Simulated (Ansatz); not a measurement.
**One arrangement of a pair**

The pair of Br⁻ (SMILES [Br-], atom 1) and SiH3Cl (SMILES [SiH3]Cl, atoms 2–6), both closed shells, in one local arrangement (a lower one may exist), relaxed at PBE0-D4/def2-TZVPD:

Br1  (-0.040, 0.051, -2.579)
Si2  (0.035, -0.136, 0.375)
Cl3  (-0.427, 1.898, 0.423)
H4  (0.103, -0.361, 1.872)
H5  (1.412, -0.442, -0.059)
H6  (-1.083, -1.009, -0.031)
(Å)

Program: Ansatz 0.2.0. Basis: def2-TZVPPD, with def2-QZVPPD for the basis limit. Cores are frozen in the correlated methods. Filled d shells of the heavier atoms are correlated. The def2 sets are not built for correlating such inner shells, so the correlated values are less sure here. B3LYP uses VWN-RPA correlation. Extrapolation: Hartree–Fock as exp(−7.88 √X), correlation as X^−2.97. Interaction energies count from these two fragments, frozen as in the pair, with the counterpoise correction; negative means bound.

Question: What is the interaction energy by CCSD(T) at an estimated basis limit (MP2 extrapolated from triple and quadruple zeta, plus CCSD(T) − MP2 in triple zeta)? (An estimate is asked for; the value comes from the calculation.)

Answer: By the calculation: -61.9 kJ/mol. Hartree–Fock alone gives -29.9 kJ/mol at the basis limit. It counts from the two fragments frozen as in the pair.

The same quantity by other methods in triple zeta, and each one's difference from that estimate:
| method | E_int (kJ/mol) | difference |
| --- | --- | --- |
| PBE-D4 | -65.7 | -3.9 |
| revPBE-D4 | -63.9 | -2.1 |
| BLYP-D4 | -56.2 | 5.7 |
| r2SCAN-D4 | -62.5 | -0.6 |
| B97M-V | -59.8 | 2.0 |
| PBE0-D4 | -64.9 | -3.0 |
| B3LYP-D4 | -57.3 | 4.5 |
| HSE06-D4 | -64.9 | -3.0 |
| wB97X-V | -59.0 | 2.9 |
| wB97M-V | -61.9 | 0.0 |
| B2PLYP | -48.9 | 13.0 |
| HF | -29.3 | 32.6 |
| MP2 | -56.7 | 5.2 |
| CCSD | -49.2 | 12.7 |
| CCSD(T) | -52.7 | 9.2 |
Differences are method less estimate.

Energy to bend the free fragments (PBE0-D4 minima) into their shapes in the pair, CCSD(T)/def2-TZVPPD: SiH3Cl 27.4 kJ/mol. This must be added to the interaction energy to get the binding energy from relaxed fragments.

Basis-set superposition shift (counterpoise-corrected less uncorrected): CCSD(T) 7.5; MP2 7.2; HF 0.7; PBE0-D4 0.7; wB97M-V 0.6 kJ/mol.

No T1 diagnostic of these runs exceeds 0.010.

For scale, one of the runs: CCSD(T)/def2-TZVPPD, 207 basis functions, launched by `ansatz run in.yaml --threads 4 --pin off --events-out ev --progress --plain --max-ram 9574MiB`. Time: 22 s of wall clock on 4 CPU threads of an Arm Neoverse V2; the host was shared. Peak host memory: 1.7 GiB.
